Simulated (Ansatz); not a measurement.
Geometry optimisation, RKS PBE-D4/def2-SVP (Ansatz).

input.yaml

```yaml
crystal:
  periodic: [false, false, false]
  atoms:
    - { symbol: Ge, position_ang: [0.104455, -0.003246, 0.219117] }
    - { symbol: H, position_ang: [0.184219, 0.008434, 1.761428] }
    - { symbol: Ge, position_ang: [2.499578, 0.00369, 0.232853] }
    - { symbol: H, position_ang: [3.05585, -1.443562, 0.300771] }
    - { symbol: H, position_ang: [3.224041, 0.745674, -0.928075] }
    - { symbol: H, position_ang: [2.871345, 0.702224, 1.567316] }
    - { symbol: H, position_ang: [-0.594776, 1.271362, -0.300531] }
    - { symbol: H, position_ang: [-0.591612, -1.284576, -0.289779] }
basis:
  gaussian: { orbitals: def2-SVP }
hamiltonian:
  xc: pbe
  dispersion: d4
relax:
  f_tol: 0.03
  max_steps: 50
```

Run as:

```bash
$ ansatz run input.yaml --threads 2 --pin off --max-ram 3072MiB --backend cpu --events-out ev --progress --plain --runs-dir out
```

Where does it end, and by what steps?

It converged. The force dipped under the threshold on the way, but the program's further checks kept it going. After 9 steps the energy has fallen by 0.251 eV; H2 moved furthest, 0.64 Å.

```csv
step,energy less start (eV),largest force component (eV/Å),accepted
0,0.0000,0.695,yes
1,-0.1390,0.314,yes
2,-0.2141,0.123,yes
3,-0.2435,0.014,yes
4,-0.2456,0.030,yes
5,-0.2465,0.054,yes
6,-0.2481,0.060,yes
7,-0.2494,0.105,yes
8,-0.2501,0.064,yes
9,-0.2514,0.006,yes
```

```xyz
8
Properties=species:S:1:pos:R:3
Ge 0.127 -0.005 0.370
H -0.355 -0.342 1.806
Ge 2.561 0.005 0.271
H 3.121 -1.410 0.572
H 3.043 0.436 -1.140
H 3.142 0.997 1.313
H -0.437 1.385 -0.025
H -0.450 -1.066 -0.604
```

Whether the end is a true minimum wasn't checked by a vibrational analysis.

The run took 13 s on 2 threads of Arm Neoverse V1, with other jobs on the host, peak memory 0.13 GiB.
